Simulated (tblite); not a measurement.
Compound: C2H2FO3S (charge -1).
SMILES: `C=C(F)S(=O)(=O)[O-]`

Computed with GFN2-xTB (tblite): harmonic, unscaled wavenumbers at the GFN2-xTB geometry, gas phase. This tight-binding method is rough: wavenumbers can miss measured ones by several per cent, in bad cases by 10 to 20.

Harmonic wavenumbers (cm⁻¹): 28.1, 143.7, 154.8, 282.9, 336.6, 448.1, 483.1, 501.1, 532.1, 628.8, 729.9, 871.0, 920.7, 982.1, 1153.9, 1171.3, 1173.7, 1342.7, 1715.2, 3044.2, 3160.5.

A = 3523, B = 2116, C = 1768 MHz; mass 124.971 u (most abundant isotopes); point group Cs, symmetry number 1.

Task: What is the zero-point energy?

Result: Half the sum of the wavenumbers: 9902 cm⁻¹ = 28.31 kcal/mol.

Task: Give the ideal-gas entropy at 273.15 K and 1 bar in the rigid-rotor, harmonic-oscillator model (classical rotation).

Result: Translation 39.97, rotation 27.33, vibration 16.51: S = 83.8 cal/(mol K).

Task: And Cp and H(273.15 K) − H(0)?

Result: Cp = 24.80 cal/(mol K), of which vibrations give 16.85 (their classical limit is 21 R = 41.7); H(273.15 K) − H(0) = 4.48 kcal/mol without the zero-point energy, 2.31 from vibrations.

Task: Which modes carry the vibrational entropy at 273.15 K?

Result: 28.1 cm⁻¹: 5.79; 143.7 cm⁻¹: 2.59; 154.8 cm⁻¹: 2.45; 282.9 cm⁻¹: 1.37; 336.6 cm⁻¹: 1.09; 448.1 cm⁻¹: 0.69 cal/(mol K); the other 15 give 2.54 together.

Task: How do the functions run with temperature in this model?

Result: 
```
T (K)  S (cal/(mol K))  Cp (cal/(mol K))  H − H(0) (kcal/mol)  G − H(0) (kcal/mol)  ln q(vib)
  100             65.1              14.0                 1.10                -5.41       1.38
  200             76.8              20.5                 2.82               -12.53       2.91
  300             86.2              26.2                 5.17               -20.69       4.47
  500            101.7              34.2                11.28               -39.54       7.51
  800            119.2              40.3                22.58               -72.81      11.63
 1000            128.5              42.6                30.89               -97.61      14.06
```

q(vib) and H(0) count from the zero-point level.

Task: Blend soft modes into free rotors: weight 1/[1 + (100 cm⁻¹/ν̃)⁴] for the oscillator and the rest for a rotor with moment μB/(μ + B), μ = h/(8π²ν), B = 10⁻⁴⁴ kg m². What vibrational entropy results?

Result: 14.73 cal/(mol K) in place of 16.51, which changes −T·S at 273.15 K by +0.49 kcal/mol.

Hindered rotation and anharmonicity are outside this model.

Shape of the structure used: `[CH2:1]=[C:2]([F:3])[S:4](=[O:5])(=[O:6])[O-:7]`: C1–C2–S4–O5 -119°.
